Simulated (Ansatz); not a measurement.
## CuF (fluorocopper): methods side by side

CuF has 2 atoms, charge 0, and is taken as a singlet. SMILES: `[F][Cu]`. The shape is that of a PBE0-D4/def2-TZVP optimisation.

```
atom    x (Å)    y (Å)    z (Å)
   F   0.7510  -0.2689   0.3771
  Cu  -0.7510   0.2689  -0.3771
```

Quantity: the energy change with the F1–Cu2 bond stretched from 1.765 to 3.529 Å, in eV. The values are calculated.

```
                     level                    kind  program  value (eV)  CPU time (all runs)
    HF/STO-3G (restricted)            Hartree–Fock   Ansatz        7.70               0.45 s
 B3LYP/STO-3G (restricted)           global hybrid   Ansatz        6.92                6.5 s
  PBE0/STO-3G (restricted)           global hybrid   Ansatz        6.92                8.8 s
 HSE06/STO-3G (restricted)  range-separated hybrid   Ansatz        6.88                 10 s
B2PLYP/STO-3G (restricted)           double hybrid   Ansatz        6.16                 10 s
   MP2/STO-3G (restricted)     perturbation theory   Ansatz        5.24                1.1 s
```

The first shape isn't each level's own minimum. The values span 5.24 to 7.70 eV. All rows use very small basis sets, so even the best lies far from the true value. Times are those of the runs behind each value, whatever else they computed, on shared processors of several kinds: orders of magnitude only.
